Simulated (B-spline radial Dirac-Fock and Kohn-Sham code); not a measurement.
Method: the Dirac equation of a negative muon with reduced mass in the field of a spherical finite nucleus, with the Uehling potential to all orders; nuclear polarisation, deformation, hyperfine structure, self-energy, higher-order vacuum polarisation, relativistic recoil and electron screening are left out. Computed with a B-spline atomic structure program. The nuclear charge is a Fermi distribution (skin thickness 2.3 fm).

Question: A muonic atom of atomic mass 145.93 u emits these computed lines: 2p3/2 → 1s1/2 3934 keV, 3d5/2 → 2p3/2 1225 keV, 4f7/2 → 3d5/2 433.9 keV, 5g9/2 → 4f7/2 199.9 keV. Which element is it, and what rms charge radius was used?

Answer: Barium (Z = 56, nuclide ¹⁴⁶Ba); the high transitions hardly feel the nucleus and fix Z. The 2p → 1s line lies 3056 keV below the value for a point nucleus without QED, which for this nuclear model gives a radius near 4.95 fm (4.9479 fm was used).
